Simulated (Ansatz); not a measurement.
Computed with Ansatz on PBE0-D4/def2-TZVP structures; ΔE is electronic, products minus reactants. CBS: MP2 limit from def2 TZ/QZ plus the TZ coupled-cluster correction, frozen cores. This one scheme is used for every species. DFT in def2-TZVPP. HSE06 is defined as in plane-wave codes. Each species was taken in one conformer, which may not be the lowest.

Reaction (hydrogenolysis of the Si–O bond): `N=C[SiH2]O` + H₂ → `N=C[SiH3]` + H₂O

CCSD(T)/CBS gives +0.83 eV.

(1) Another level gave +0.90 eV. Which?
A. HSE06-D4/def2-TZVPP
B. PBE-QIDH/def2-TZVPP
C. revPBE/def2-TZVPP
D. r2SCAN-D4/def2-TZVPP

(2) What do rigid-rotor, harmonic-oscillator terms from PBE0-D4/def2-TZVP frequencies (298.15 K, 1 bar) make of the CCSD(T)/CBS value? (Estimate.)

Largest T1 diagnostic among the species: 0.012.

## Answers

(1) D. r2SCAN-D4 0.90, PBE-QIDH 0.83, HSE06-D4 0.79, revPBE 0.70 eV.

(2) The calculation gave: ΔZPE = +0.11 eV, ΔH = +0.93 eV, ΔS = 41 J/(mol·K), ΔG = +0.80 eV.

The D4 term adds +0.06 eV with B3LYP and +0.03 eV with PBE0; it sums over pairs of atoms, weighted by their polarisabilities, and B3LYP, whose exchange is more repulsive, gets the larger term. Leaving LDA and LC-ωPBE aside and taking each functional with its dispersion term where it has one, the values spread over 0.12 eV, from HSE06-D4 to r2SCAN-D4. LDA lies +0.12 eV from PBE without D4. From BLYP to BHLYP (50 % exact exchange), in def2-TZVPP and without D4, ΔE moves by +0.04 eV.

B3LYP here is the variant with VWN-RPA as its local correlation; programs differ in this.
